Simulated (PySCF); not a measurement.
Checking a proposed structure

A compound C$_{5}$H$_{8}$ClF$_{3}$Si gives the data below (simulated from a calculation) and was assigned the structure `C=C[SiH2][C@](C)(Cl)C(F)(F)F`.

$^{13}$C{$^{1}$H} NMR (computed): δ 144.7 (C), 142.1 (C), 134.3 (C), 44.1 (CH2), 24.1 (CH3).

$^{1}$H NMR (400 MHz, computed): δ 4.21 (s, 3H), 3.24 (m, 2H), 2.13 (s, 3H).

No solvent model, a single conformation, equivalent nuclei averaged, non-relativistic Hamiltonian. Structure optimised with GFN2-xTB; NMR shieldings at PBE0/pcSseg-1/GIAO; PySCF 2.14.0 with density-fitted response routines.

δ = σ(ref) − σ, references computed at the same level: $^{1}$H (31.72 ppm) and $^{13}$C (186.93 ppm) against TMS.

(1) Compare with the shifts computed for the proposed structure, pairing carbons in order of shift.

(2) Which isomer fits?

Answers

(1) Atoms are numbered as in `[CH2:1]=[CH:2][SiH2:3][C@:4]([CH3:5])([Cl:6])[C:7]([F:8])([F:9])[F:10]`; H(Xn) means a hydrogen on atom n.

| atom | computed for proposal | given list | difference |
| --- | --- | --- | --- |
| C1 | 148.1 | 144.7 | +3.4 |
| C2 | 136.9 | 142.1 | -5.2 |
| C7 | 136.8 | 134.3 | +2.5 |
| C4 | 59.6 | 44.1 | +15.5 |
| C5 | 22.8 | 24.1 | -1.3 |

The rms difference is 7.6 ppm and the largest +15.5 ppm at C4 (fully substituted sp3 carbon bonded to Cl and Si). The carbon types in order of shift don't match either: CH2, CH, C, C, CH3 for the proposal against C, C, C, CH2, CH3 in the data. The proposal doesn't fit.

(2) SMILES C/C([SiH3])=C(/Cl)CC(F)(F)F.

- Carbon types of the structure: 3 × C, 1 × CH2, 1 × CH3, leaving 3 H on heteroatoms.
- δC 144.7, 142.1: fully substituted alkene carbon; an sp2 carbon of a C=C bond.
- δC 134.3: CF3 carbon; 3 electronegative neighbours deshield it.
- δC 44.1: allylic sp3 CH2; saturated and bonded to C and H only.
- δH 2.13: hydrogen on an allylic methyl carbon; allylic position.

The data come from this structure; uniqueness wasn't tested.

Carbons that carry Cl, above all several Cl atoms, come out too deshielded, partly because spin–orbit coupling is missing. Splittings by $^{19}$F in the carbon and heteronuclear signals aren't shown, as no couplings were computed. Shifts are as computed. Against solution values, carbons near 30 ppm lie about +3 ppm off and those near 130 ppm about +5 ppm; carbons on Cl a further +6 ppm. Of 1211 compounds with measured shifts, 218 miss one by over three times the rms of a fit or turn the order of signals round; such compounds aren't used in these exercises. Multiplicities follow the n + 1 count of equivalent neighbours, as no J values were calculated; m marks all less simple cases, F and P coupling included.
